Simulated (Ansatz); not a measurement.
Basis sets compared for B₃N₃H₁₂, a cluster cut from wurtzite BN (hydrogen-capped). The state is a singlet with charge 0. Geometry PBE-D4/def2-SVP. Ansatz on 4 threads of Arm Neoverse V1 on a shared host; times are rough, and most runs start from earlier orbitals.

```xyz
18

B    -0.926    0.543    1.171
B    -0.689   -0.447   -1.360
B     1.401   -0.643    0.383
N    -1.308    0.636   -0.372
N     0.660    0.450    1.271
N     0.884   -0.483   -1.114
H    -2.330    0.520   -0.422
H    -1.152    1.591   -0.730
H    -1.313    1.563    1.750
H    -1.406   -0.488    1.629
H     1.089    1.379    1.142
H     0.872    0.216    2.251
H    -0.912   -0.110   -2.527
H    -1.153   -1.545   -1.074
H     1.344    0.316   -1.576
H     1.236   -1.301   -1.629
H     1.083   -1.756    0.788
H     2.619   -0.441    0.418
```

Binding counts from free atoms (B doublet, N quartet, H doublet) in the same basis, without a counterpoise term.

| level | functions | energy (Eh) | HOMO (eV) | LUMO (eV) | binding per atom (eV) | wall time |
| --- | --- | --- | --- | --- | --- | --- |
| PBE-D4/def2-SVP | 144 | -245.6614 | -6.37 | 0.01 | 3.83 | 1.8 s |
| PBE0-D4/def2-SVP | 144 | -245.7109 | -7.77 | 0.93 | 3.78 | 2.3 s |

(1) Estimate the rows for PBE-D4/def2-TZVP (with forces), PBE0-D4/def2-TZVP.

## Answers

(1) 
```json
{"level": "PBE-D4/def2-TZVP (with forces)", "functions": "258", "energy (Eh)": "-245.9304", "HOMO (eV)": "-6.52", "LUMO (eV)": "-0.63", "binding per atom (eV)": "3.79", "wall time": "4.2 s"}
{"level": "PBE0-D4/def2-TZVP", "functions": "258", "energy (Eh)": "-245.9731", "HOMO (eV)": "-7.86", "LUMO (eV)": "0.20", "binding per atom (eV)": "3.74", "wall time": "5.5 s"}
```
